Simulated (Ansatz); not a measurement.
# SiAsNH6 (SMILES N[AsH][SiH3]): the electronic atomisation energy, rung by rung

The species is SiAsNH6 (9 atoms), meant as a singlet with charge 0. As SMILES, `N[AsH][SiH3]`. The shape is that of a PBE0-D4/def2-TZVP optimisation. This is one conformer, not always the lowest.

Each level gives the electronic atomisation energy (eV). The values are calculated. Electronic energies at fixed atoms, without zero-point motion or spin-orbit coupling.

```csv
level,kind,program,value (eV),CPU time (all runs)
HF/def2-SVP,Hartree–Fock,Ansatz,17.67,8.5 s
SVWN5/def2-SVP,LDA,Ansatz,29.89,2.1 s
PBE/def2-SVP,GGA,Ansatz,26.23,3.2 s
r2SCAN/def2-SVP,meta-GGA,Ansatz,26.01,6.6 s
CAM-B3LYP/def2-SVP,range-separated hybrid,Ansatz,26.23,4.3 s
HSE06/def2-SVP,range-separated hybrid,Ansatz,25.82,4.4 s
B2PLYP/def2-SVP,double hybrid,Ansatz,25.43,5.4 s
BCCD(T)/def2-SVP,coupled cluster or CI,Ansatz,24.06,13 s
```

All-electron rows without a relativistic Hamiltonian named are non-relativistic. Correlated wave functions underbind in double-zeta sets. The values span 17.67 to 29.89 eV. In the correlated wave-function rows the outer d shell of As is correlated, in sets not made for it. Times are those of the runs behind each value, whatever else they computed, on shared processors of several kinds: orders of magnitude only.
